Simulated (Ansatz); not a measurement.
`[BH2][Al]1[SiH2][S]1` + `CCN` → `BNCC` + `[AlH]1[SiH2][S]1` at 600 K and 1 bar (cleavage of the B–Al bond).

Computed with Ansatz on PBE0-D4/def2-TZVP structures; ΔE is electronic, products minus reactants. CBS: MP2 limit from def2 TZ/QZ plus the TZ coupled-cluster correction, frozen cores. One conformer a species, not always the lowest.

```tsv
species	CCSD(T)/CBS energy (Eh)	H − E (kJ/mol)	S (J/(mol·K))
`[BH2][Al]1[SiH2][S]1`	-956.06081	159.7	425.5
`CCN`	-135.01652	286.3	335.4
`BNCC`	-160.44809	329.4	380.8
`[AlH]1[SiH2][S]1`	-930.69501	110.4	358.9
```

H − E and S are ideal-gas, rigid-rotor, harmonic terms from PBE0-D4/def2-TZVP, for one conformer and one mirror image of each species. 1 Eh = 2625.50 kJ/mol, R = 8.31446 J/(mol·K).

Problem. By hand: ΔE, ΔH, ΔS and ΔG.

Solution. ΔE = (-160.44809) + (-930.69501) − (-956.06081) − (-135.01652) = -0.06577 Eh = -172.7 kJ/mol. Δ(H − E) = 329.4 + 110.4 − 159.7 − 286.3 = -6.2, so ΔH = -178.9 kJ/mol. ΔS = 380.8 + 358.9 − 425.5 − 335.4 = -21.2 J/(mol·K). ΔG = -178.9 − 600 × (-21.2)/1000 = -166.2 kJ/mol.

Problem. By hand: the equilibrium constant, and the temperature at which ΔG would vanish if ΔH and ΔS stayed fixed.

Solution. log₁₀ K = −ΔG/(RT ln 10) = 14.5. ΔG = 0 at ΔH/ΔS = 8439 K, far beyond where these terms or the molecules hold.

ΔH outweighs TΔS. A doubt of 5 kJ/mol in ΔE shifts log₁₀ K by 0.4 here. Other conformers and mirror images would add mixing entropy, several J/(mol·K) or more a flexible species. These are equilibria of isolated gas molecules and say nothing of rates. Largest T1 diagnostic: 0.016 (customary marks: 0.02 for closed shells, 0.045 for open ones).
